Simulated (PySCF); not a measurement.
**Vertical excitation energies**

Compound: C₇H₅NSi.
Geometry (GFN2-xTB, Å), atoms numbered from 1 in this order:
```xyz
14
C7H5NSi angstrom
C      3.097    1.105   -1.006
C      2.188    0.340   -0.818
C      1.133   -0.557   -0.591
C      0.039   -0.251    0.138
C     -0.110    1.021    0.724
C     -0.291    2.087    1.249
Si    -1.355   -1.491    0.440
C     -2.876   -0.781   -0.382
N     -3.806   -0.350   -0.894
H      3.888    1.773   -1.173
H      1.238   -1.537   -1.039
H     -0.426    3.027    1.694
H     -1.663   -1.623    1.865
H     -1.057   -2.761   -0.227
```

Computed with PySCF, TDDFT CAM-B3LYP/def2-SVPD, vertical, gas phase, core orbitals frozen in the response.

Q: List the vertical singlet excitations with oscillator strengths and describe the spectrum.

A: 

```csv
state,λ (nm),E (eV),f,|μ| (D),"main configurations (H = HOMO, L = LUMO)"
S1,264.8,4.68,0.367,4.55,H→L (93%)
S2,260.6,4.76,0.0011,0.25,H-1→L (92%)
S3,255.2,4.86,0.0001,0.09,H-2→L (93%)
S4,212.1,5.84,0.0004,0.14,"H→L+1 (63%), H→L+6 (10%)"
S5,206.0,6.02,0.055,1.55,H-3→L (77%)
S6,196.1,6.32,0.0002,0.09,"H→L+2 (36%), H→L+8 (24%)"
S7,183.9,6.74,0.0014,0.23,"H→L+6 (33%), H→L+1 (24%), H→L+3 (13%)"
S8,181.3,6.84,0.020,0.87,"H→L+4 (38%), H→L+2 (26%)"
```

Triplets (Tamm–Dancoff): T1 2.74 eV, H→L (94%); T2 4.49 eV, H-1→L (86%); T3 4.60 eV, H-2→L (87%).

The lowest singlet lies at 4.68 eV (265 nm, ultraviolet) and is strong; its leading configuration is HOMO→LUMO (93%). The lowest level is also the most intense of those listed (f = 0.367). Löwdin shares by element: HOMO carbon 66% or more (atoms not listed hold the other 34%); LUMO carbon 67% or more (atoms not listed hold the other 33%). Weighted by f, the mean energy of these states is 4.95 eV. Orbital energies (eV): HOMO-3 -10.51, HOMO-2 -9.94, HOMO-1 -9.66, HOMO -8.49, LUMO -1.26, LUMO+1 0.34, LUMO+2 0.73. The oscillator strengths of these states sum to 0.445; summed over the whole spectrum of an exact calculation they would give the number of electrons, 68 (Thomas–Reiche–Kuhn). No computed singlet lies in the visible range (380 to 750 nm); the lowest, at 265 nm, stands 1.42 eV above its violet end (3.26 eV); a Tamm–Dancoff triplet lies at 452 nm, without intensity as long as spin–orbit coupling is left out. Singlets were solved by full linear response, triplets in the Tamm–Dancoff approximation.

One conformer stands for the species.
